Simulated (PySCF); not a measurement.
## One molecule, a ladder of functionals, a line

Molecule: SMILES CS[SiH2]Cl, CH5ClSSi.

Geometry:
```tsv
atom	x (Å)	y (Å)	z (Å)
C1	-0.718	1.221	-1.251
S2	0.691	2.038	-2.073
Si3	2.249	1.158	-0.918
Cl4	4.032	1.893	-1.644
H5	-0.677	0.129	-1.366
H6	-0.775	1.485	-0.185
H7	-1.624	1.591	-1.749
H8	2.248	-0.328	-1.050
H9	2.129	1.521	0.524
```

GIAO shieldings (ppm, equivalent atoms averaged) in PySCF 2.14.0 with density-fitted response routines on the PBE0-D3(BJ)/def2-SVP geometry, basis pcSseg-2, gas phase, non-relativistic:

```csv
functional,exact exchange (%),σ(Si3),σ(Cl4)
BLYP,0,310.7,933.2
BP86,0,321.4,942.3
PBE,0,322.7,942.4
B3LYP,20,325.8,952.0
mPW1PW91,25,340.2,964.4
BHandHLYP,50,348.9,975.1
HF,100,391.9,1007.8
```

Question: Fit each shielding as a line in the percentage of exact exchange.

Answer: σ(Si3) = 317.2 + 0.73 x (rms 5.0 ppm); σ(Cl4) = 940.5 + 0.69 x (rms 4.0 ppm). The functionals also differ in their semilocal parts, which the line can't hold; Hartree–Fock has no correlation at all.

Question: What does the line predict for PBE0 (25 %), and what does the run give?

Answer: σ(Si3): 335.4 predicted, 341.4 computed; σ(Cl4): 957.8 predicted, 965.1 computed ppm.
